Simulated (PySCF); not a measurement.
# Core binding energy against partial charge

C₅H₁₀AlNSSi.
Bonds: Al1–N2, N2–C3 (aromatic), C3–C4 (aromatic), C4–C5 (aromatic), C5–C6 (aromatic), C6–S7, S7–Si8, C6–C9 (aromatic), N2–C9 (aromatic). Hydrogens: H10, H11, H12 on Al1; H13 on C3; H14 on C4; H15 on C5; H16, H17, H18 on Si8; H19 on C9.

Binding energies: PySCF 2.14.0, delta-SCF UKS SCAN, pcX-2 on the ionised atom, pcseg-1 elsewhere, spin-free X2C. Charges: PBE0/pcSseg-1 ground-state density, for the ionised atom.

```
atom                          environment  C 1s (eV)  Mulliken (e)  IAO (e)  Hirshfeld (e)  ESP (e)
  C5                   aromatic CH carbon     291.34        +0.109   -0.106         -0.021   +0.139
  C4                   aromatic CH carbon     291.40        -0.193   -0.152         -0.031   -0.397
  C3  aromatic CH next to a ring nitrogen     291.79        +0.271    0.000         +0.051   +0.259
  C9  aromatic CH next to a ring nitrogen     291.92        +0.400   -0.005         +0.041   +0.370
  C6          substituted aromatic carbon     292.08        -0.452   -0.110         -0.008   -0.231
```

Task: Give the correlation coefficient and slope of binding energy on charge for each scheme.

Result: Hirshfeld: r = 0.57, slope 5.0 eV per e; IAO: r = 0.50, slope 2.4 eV per e; ESP: r = 0.21, slope 0.2 eV per e; Mulliken: r = -0.08, slope -0.1 eV per e. Hirshfeld charges have the highest r, on only 5 points.

Task: The point-charge model writes a binding energy as kq + V + constant, with V the potential of the other atoms' charges at the site. What does it give with the Hirshfeld charges?

Result: V = Σ 14.40 eV Å × q/r over all other atoms: +1.20 eV at C5, +1.54 eV at C4, +0.20 eV at C3, +0.30 eV at C9, +0.85 eV at C6. Fitting binding energy − V to q gives k = 20.0 eV per e and leaves an rms residual of 0.33 eV, against 0.24 eV for the fit on q alone. The model has no term for differences in relaxation between sites.

The unrestricted hole states depart most from a pure doublet (⟨S²⟩ = 0.75; over 0.85 named) for C 1s of C6 (0.87), which makes this value less certain. One conformer (not necessarily the lowest) at the PBE0-D3(BJ)/def2-SVP geometry, without solvent, vibrations or thermal averaging.

The values belong to the conformer `[AlH3-:1][n+:2]1[cH:3][cH:4][cH:5][c:6]([S:7][SiH3:8])[cH:9]1`: C5–C6–S7–Si8 -175°.
